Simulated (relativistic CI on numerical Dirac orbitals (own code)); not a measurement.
Radial Dirac CI calculation of Tc+.

Command:

```sh
python run_levels.py task.json out
```

Input:

```
atom Tc  Z=43  charge=1  electrons=42
nucleus A=97  rms_radius_fm=4.4112
hamiltonian dirac-coulomb  breit=on  qed=on  c_scale=1
orbitals kli  potential=per-configuration
slater_scale 1
correlation none
mixing on
grid step=0.0125 r_max=100.6
scf mixing=0.05 start=green max_iterations=150 tolerance=2e-08 node_fill=0.05
configurations
  [Kr] 4d5 5s
  [Kr] 4d6
end
```

Output:

```
SCF 1: [Kr] 4d5 5s
 iter      energy (Ha)   residual   last orbital (Ha)
    1     -4276.908268   1.48e+00     -0.67459
    2     -4278.065995   1.35e+00     -0.65396
    3     -4283.630679   2.20e-01     -0.49372
    4     -4283.625099   2.26e-01     -0.49263
    5     -4283.605306   2.49e-01     -0.49092
    6     -4283.854648   5.35e-02     -0.58305
    7     -4283.849553   1.04e-01     -0.60260
    8     -4283.853846   8.45e-02     -0.59125
    9     -4283.857815   2.06e-02     -0.51875
   10     -4283.857712   1.06e-02     -0.50959
   11     -4283.857555   7.61e-03     -0.51123
   12     -4283.857432   4.64e-03     -0.50881
   13     -4283.857338   1.14e-04     -0.50290
   14     -4283.857339   2.13e-04     -0.50319
   15     -4283.857315   2.19e-05     -0.50311
   16     -4283.857316   9.86e-06     -0.50312
   17     -4283.857316   1.32e-06     -0.50312
   18     -4283.857316   2.64e-07     -0.50312
   19     -4283.857316   3.25e-07     -0.50312
   20     -4283.857316   3.68e-07     -0.50312
   21     -4283.857316   1.82e-08     -0.50312
SCF 2: [Kr] 4d6
 iter      energy (Ha)   residual   last orbital (Ha)
    1     -4276.209693   1.55e+00     -1.13053
    2     -4277.521649   1.41e+00     -1.05258
    3     -4283.645655   2.04e-01     -0.48554
    4     -4283.503459   2.83e-01     -0.45543
    5     -4283.828606   1.68e-01     -0.69749
    6     -4283.891615   8.18e-02     -0.65390
    7     -4283.910454   1.28e-02     -0.58393
    8     -4283.912135   1.99e-03     -0.59372
    9     -4283.912099   7.97e-04     -0.59215
   10     -4283.912150   1.98e-04     -0.59094
   11     -4283.912142   6.85e-05     -0.59083
   12     -4283.912140   4.31e-06     -0.59074
   13     -4283.912140   4.04e-06     -0.59074
   14     -4283.912140   3.10e-08     -0.59074
   15     -4283.912140   2.18e-08     -0.59074
   16     -4283.912140   4.47e-10     -0.59074
orbital energies (Ha): 3d3/2 -9.6939  3d5/2 -9.5546  4s -3.0461  4p1/2 -2.0945  4p3/2 -1.9890  4d3/2 -0.6106  4d5/2 -0.6001  5s -0.5031
configuration averages (Ha): Dirac-Coulomb, Breit, QED
  4d5 5s                       -4283.857316    2.628656    1.757364
  4d6                          -4283.912140    2.628114    1.756988
levels: no., configuration, term, J, E (cm-1), weight
   1 4d5 5s                 7S   3                0.0  1.00
   2 4d6                    5D   4            10653.9  0.95
   3 4d6                    5D   3            11320.2  0.95
   4 4d6                    5D   2            11751.8  0.95
   5 4d6                    5D   1            12027.9  0.94
   6 4d6                    5D   0            12162.6  0.94
   7 4d5 5s                 5S   2            18973.4  0.99
   8 4d6                    3P   2            25885.3  0.73
   9 4d5 5s                 5G   2            25935.9  0.83
  10 4d5 5s                 5G   6            25974.7  0.78
  11 4d5 5s                 5G   3            25982.1  0.99
  12 4d5 5s                 5G   4            26024.5  0.94
  13 4d5 5s                 5G   5            26034.6  0.89
  14 4d6                    3H   4            26199.1  0.44
lowest total energy -4279.683658 Ha
end: converged
```

Against the reference input this run has: SCF mixing 0.05. The reference run ends at -4279.683658 Ha with Breit and QED terms. The change (SCF mixing 0.05) leaves the energy and the levels as they were.

With so few configurations and no correlation, terms lie too far apart (by 10 to 50 % or more near neutrality), their order can be wrong, and levels of other configurations are missing. Terms and fine structure of an open d or f shell near neutrality can be off by tens of per cent either way.

Run time about 0.2 s of CPU on one thread of Neoverse-V1 (shared host).
